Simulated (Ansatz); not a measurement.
Ansatz (a first-principles code) input:
A basis named .json is the Basis Set Exchange file of that set.

Ansatz 0.2 input:
```yaml
crystal:
  periodic: [false, false, false]
  atoms:
    - {symbol: F, position_ang: [-0.92925186, 1.15465576, -0.28867094]}
    - {symbol: C, position_ang: [-0.47716006, 0.04464233, 0.31775044]}
    - {symbol: F, position_ang: [-1.09408911, -1.01463247, -0.23142999]}
    - {symbol: Cl, position_ang: [1.28023052, -0.09512174, 0.08181567]}
    - {symbol: H, position_ang: [-0.69088967, 0.08900590, 1.38353929]}
basis:
  gaussian:
    orbitals: aug-cc-pV_Q+d_Z.json
    fitting: {mean_field: def2-universal-jkfit, correlation: aug-cc-pVQZ-RIFIT.json}
total_charge: 1
magnetization: {spin_polarized: true, initial_magnetization: 1}
correlation: {method: mp2, electrons: outside_noble_gas}
```

### Question
What final total energy does it print?

### Answer
-697.42978 Eh (RI-MP2/aug-cc-pV(Q+d)Z). The basis has 375 functions.

This state (charge 1, doublet) is run at the relaxed geometry of the species with charge 0 and multiplicity 1.
